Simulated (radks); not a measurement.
Values are calculated unless marked as measured or tabulated.
Task: The europium ion Eu+, [Xe] 4f7 6s1. Code: a radial shooting solver on a logarithmic mesh with Libxc functionals. Model: non-relativistic Kohn-Sham, PBE, spin-polarised, spherical densities, point nucleus. Every spin shell is full or empty, so the densities are truly spherical. Functionals are evaluated on that one density, not self-consistently. Rank these orbital-free kinetic functionals by their error against the exact value of the orbitals, and give that value: Thomas-Fermi, von Weizsacker, TF + vW, TF + vW/9, TF + vW/5, LC94, APBEK, revAPBEK, Perdew 92, Thakkar, LKT, PG1.

Result: Exact: 10423.1 hartree. From best to worst, with 100 (|E| - |E exact|)/|E exact| (equal figures are ties): LC94 -0.01, APBEK +0.03, revAPBEK +0.19, Thakkar -0.73, Perdew 92 -0.73, TF + vW/9 -0.74, TF + vW/5 +2.68, Thomas-Fermi -5.01, PG1 +13.66, LKT +17.48, TF + vW +33.48, von Weizsacker -61.50.
